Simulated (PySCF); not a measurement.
Input for PySCF: R-B3LYP/6-31G* on CH4O (SMILES CO) with ghost functions.

```python
from pyscf import gto, scf, dft, mp
from pyscf.data.elements import chemcore

mol = gto.M(
    atom='''
    C     0.48912378    0.17789986    4.15912212
    O     0.38792897   -0.85802879    3.20127397
    H     1.08770329    1.02339449    3.79746460
    H     0.98302131   -0.23517017    5.03906794
    H    -0.49285083    0.55859663    4.46533988
    H    -0.03730701   -0.49995815    2.40551307
    ghost-C    0.67965386    0.15442824   -0.06062472
    ghost-O   -0.51370295    0.21170296    0.72398516
    ghost-H    1.01781459   -0.87471143   -0.20691514
    ghost-H    1.44326810    0.69474244    0.49463225
    ghost-H    0.53995054    0.63631019   -1.03192095
    ghost-H   -1.21288817   -0.27053569    0.27076375
    ''',
    basis='6-31g*',
    cart=True,
    charge=0, spin=0, verbose=3, max_memory=1800)
mf = dft.RKS(mol, xc='b3lyp')
mf.conv_tol = 1e-8
mf.max_cycle = 100
mf.kernel()
if not mf.converged:
    mf = mf.newton().run(mf.mo_coeff, mf.mo_occ)
```

Output:

```
converged SCF energy = -115.715485958314
```

The run converged.

Cost: around 6 core-seconds (rough).
